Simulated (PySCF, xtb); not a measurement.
Nb(F)3(OH)2 (F3H2NbO2), SMILES [OH][Nb]([OH])([F])([F])[F], multiplicity 1.

GFN2-xTB run with xtb at its own geometry gives an orbital gap of 5.51 eV and a dipole moment of 0.00 D.

Geometry optimised at r2SCAN-D4/def2-SVP. The geometry has at least one imaginary mode, so it is a saddle point at that level. The spin state was assumed, not searched. The structure was generated by enumeration; whether it is a known compound was not checked. The def2 effective core potentials stand for the cores of Nb; spin–orbit coupling is left out. Other conformers were not sampled.

Task: What does PBE/def2-TZVP in PySCF give? (Estimate from the structure and the level; the computed values follow.)

Result: gap 5.50 eV (levels -8.17 and -2.68 eV), dipole 0.00 D.
